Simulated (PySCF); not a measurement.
# Computed properties of AlClBr2, SMILES [Cl][Al]([Br])[Br]

AlClBr2, SMILES [Al]([Cl])([Br])[Br]. The structure is a stationary point at r2SCAN-D4/def2-SVP. The structure was generated by enumeration; whether it is a known compound was not checked. The values are those of a single conformer. All values are computed for the isolated molecule unless a solvent is named; none is compared with measurement here.

**Structure.** The optimised structure has C2v symmetry. All 6 harmonic modes at r2SCAN-D4/def2-SVP (PySCF) are real, so it is a minimum. With heavy atoms numbered as in [Al:1]([Cl:2])([Br:3])[Br:4], the shortest bond between them is Al1–Cl2 at 2.086 Å and the longest Al1–Br4 at 2.232 Å.

**Vibrations.** The strongest infrared lines (harmonic, unscaled, degenerate partners summed) lie at 523 cm⁻¹ (161 km/mol, Al 83 %, Br 17 %), 600 cm⁻¹ (148 km/mol, Al 68 %, Cl 30 %), 182 cm⁻¹ (26 km/mol, Al 86 %). The softest mode is at 101 cm⁻¹ and the zero-point energy is 2.6 kcal/mol.

**Electronic structure.** M06-2X/def2-TZVP (PySCF) places the frontier levels at -10.01 and -0.88 eV, a gap of 9.13 eV, and gives a dipole moment of 0.24 D and a mean polarisability of 72.2 bohr³. PBE/def2-TZVP (PySCF) at the same geometry gives -7.49 and -2.35 eV, so its gap is 3.99 eV narrower. An orbital gap is neither the optical nor the fundamental gap.

**Excitations.** TDA-ωB97X/def2-SVPD (PySCF) has S1 at 6.45 eV (192 nm, f = 0.008, weak); the most intense of the 10 singlets computed lies at 7.64 eV (f = 0.26). T1 (TDA) is at 6.11 eV, 0.34 eV under S1. TDA-PBE/def2-SVPD (PySCF) puts S1 at 5.15 eV. No vertical singlet excitation falls in the visible range (under 3.1 eV).
